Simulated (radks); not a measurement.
Results of a calculation; reference values are marked as such.
Task: The mean radii <r> (bohr) of the occupied orbitals of an atom or ion are listed with their occupations. Level of theory: Dirac Kohn-Sham, LDA (Slater exchange, Perdew-Wang correlation), spin-unpolarised, spherical densities, point nucleus (a radial shooting solver on a logarithmic mesh with Libxc functionals).

orbital  occ.     <r>
1s1/2       2  0.1770
2p1/2       2  0.9057
2p3/2       3  0.9071

Name the element and its charge. Open shells, if any, fill j = l - 1/2 first.

Result: Z = 9, fluorine, charge +2: F2+ in [He] 2p5. The 1s radius gives Z: for a bare nucleus <r> = (2 gamma + 1)/(2Z) with gamma = sqrt(1 - (Z/c)^2), 0.1664 bohr for Z = 9, and screening makes it slightly larger (0.1770 here). The occupations add up to 7, and the charge is Z minus that.
